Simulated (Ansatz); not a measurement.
Geometry optimisation of F3HO2W (`[O]=[W]([OH])([F])([F])[F]`).

```yaml
crystal:
  periodic: [false, false, false]
  atoms:
    - {symbol: O, position_ang: [-1.669719, -0.583439, 0.776944]}
    - {symbol: W, position_ang: [-0.351632, 0.120318, -0.032781]}
    - {symbol: O, position_ang: [1.090412, -0.963818, 0.512241]}
    - {symbol: F, position_ang: [-0.273758, -0.711291, -1.721916]}
    - {symbol: F, position_ang: [-1.073918, 1.561218, -1.000644]}
    - {symbol: F, position_ang: [0.296262, 1.473186, 1.107505]}
    - {symbol: H, position_ang: [2.043553, -0.964173, 0.312951]}
basis:
  gaussian: {orbitals: def2-TZVP}
hamiltonian: {xc: pbe0, dispersion: d4}
relax: {f_tol: 0.005, max_steps: 150}
```

```sh
$ ansatz run in.yaml --threads 4 --pin off --events-out ev --progress --plain --max-ram 10444MiB
```

Output, abridged:

```
Functional definition: PBE0
  name "PBE0"
  cite "Adamo & Barone, J. Chem. Phys. 110, 6158 (1999) doi:10.1063/1.478522"
  cite "Perdew, Burke & Ernzerhof, Phys. Rev. Lett. 77, 3865 (1996) doi:10.1103/PhysRevLett.77.3865"
  parent pbe
  parameter a = 0.25
  parameter kappa = 0.804
  parameter beta = 0.06672455060314922
  exchange = (1 - a)*pbe_x(kappa = kappa, mu = beta*pi^2/3) + a*exact_x
  correlation = pbe_c(beta = beta)
mean field -14086.73022152 eV, -517.6777873123 hartree, gradient 6.4e-5 eV, S^2 0.000000; 0 other end points of the search recorded, 0 dependent functions left out
the calculation of the forces begins
relax step   1: F+E_penalty+E_count = -14086.85820240 eV  Δ(F+E_penalty+E_count) = +0.000e0 eV  max|allowed force component| = 1.293e0 eV/Å  Δτ_max = 0.0000 Å  (31 SCF iters, accepted)
these checks for a lower state are left out or cut short: starts, cluster_reference, orbital_swaps, neighbouring_geometries, increment
mean field -14086.79357423 eV, -517.6801154815 hartree, gradient 1.8e-5 eV, S^2 0.000000; 0 other end points of the search recorded, 0 dependent functions left out
the calculation of the forces begins
relax step   2: F+E_penalty+E_count = -14086.92282642 eV  Δ(F+E_penalty+E_count) = -6.462e-2 eV  max|allowed force component| = 3.165e-1 eV/Å  Δτ_max = 0.0353 Å  (34 SCF iters, accepted)
these checks for a lower state are left out or cut short: starts, cluster_reference, orbital_swaps, neighbouring_geometries, increment
mean field -14086.79471955 eV, -517.6801575712 hartree, gradient 1.8e-5 eV, S^2 0.000000; 0 other end points of the search recorded, 0 dependent functions left out
the calculation of the forces begins
relax step   3: F+E_penalty+E_count = -14086.92387179 eV  Δ(F+E_penalty+E_count) = -1.045e-3 eV  max|allowed force component| = 3.791e-2 eV/Å  Δτ_max = 0.0040 Å  (34 SCF iters, accepted)
these checks for a lower state are left out or cut short: starts, cluster_reference, orbital_swaps, neighbouring_geometries, increment
mean field -14086.79476150 eV, -517.6801591128 hartree, gradient 1.8e-5 eV, S^2 0.000000; 0 other end points of the search recorded, 0 dependent functions left out
the calculation of the forces begins
relax step   4: F+E_penalty+E_count = -14086.92391184 eV  Δ(F+E_penalty+E_count) = -4.005e-5 eV  max|allowed force component| = 1.222e-2 eV/Å  Δτ_max = 0.0012 Å  (36 SCF iters, accepted)
these checks for a lower state are left out or cut short: starts, cluster_reference, orbital_swaps, neighbouring_geometries, increment
mean field -14086.79480262 eV, -517.6801606237 hartree, gradient 1.8e-5 eV, S^2 0.000000; 0 other end points of the search recorded, 0 dependent functions left out
the calculation of the forces begins
relax step   5: F+E_penalty+E_count = -14086.92395576 eV  Δ(F+E_penalty+E_count) = -4.392e-5 eV  max|allowed force component| = 2.663e-2 eV/Å  Δτ_max = 0.0054 Å  (36 SCF iters, accepted)
these checks for a lower state are left out or cut short: starts, cluster_reference, orbital_swaps, neighbouring_geometries, increment
mean field -14086.79480798 eV, -517.6801608208 hartree, gradient 1.8e-5 eV, S^2 0.000000; 0 other end points of the search recorded, 0 dependent functions left out
the calculation of the forces begins
relax step   6: F+E_penalty+E_count = -14086.92396540 eV  Δ(F+E_penalty+E_count) = -9.637e-6 eV  max|allowed force component| = 1.101e-2 eV/Å  Δτ_max = 0.0014 Å  (35 SCF iters, accepted)
these checks for a lower state are left out or cut short: starts, cluster_reference, orbital_swaps, neighbouring_geometries, increment
mean field -14086.79482126 eV, -517.6801613088 hartree, gradient 1.8e-5 eV, S^2 0.000000; 0 other end points of the search recorded, 0 dependent functions left out
the calculation of the forces begins
relax step   7: F+E_penalty+E_count = -14086.92397614 eV  Δ(F+E_penalty+E_count) = -1.074e-5 eV  max|allowed force component| = 2.140e-3 eV/Å  Δτ_max = 0.0014 Å  (36 SCF iters, accepted)
mean field -14086.79482126 eV, -517.6801613088 hartree, gradient 5.2e-5 eV, S^2 0.000000; 1 other end points of the search recorded, 0 dependent functions left out
the calculation of the forces begins
Total energy: -14086.92400546 eV, -517.6849087407 hartree
Atom 0 at    -1.646950    -0.575134     0.765462 Å, force     0.000271     0.000087    -0.000080 eV/Å
Atom 1 at    -0.346569     0.116580    -0.031730 Å, force    -0.000379    -0.000379     0.000013 eV/Å
Atom 2 at     1.080144    -0.951339     0.503521 Å, force     0.001174     0.000723    -0.000726 eV/Å
Atom 3 at    -0.278736    -0.704781    -1.701017 Å, force     0.000249    -0.000376    -0.001005 eV/Å
Atom 4 at    -1.053776     1.542374    -0.989276 Å, force     0.000113    -0.000743     0.000619 eV/Å
Atom 5 at     0.287464     1.454615     1.096669 Å, force     0.000713     0.000747     0.000556 eV/Å
Atom 6 at     2.019624    -0.950314     0.310671 Å, force    -0.002141    -0.000059     0.000624 eV/Å
Dipole moment:     0.651461    -0.151120    -0.015738 e Å
```

It took 74 s on 4 threads of an Intel Xeon on a shared host, with 0.51 GiB of host memory at the peak.
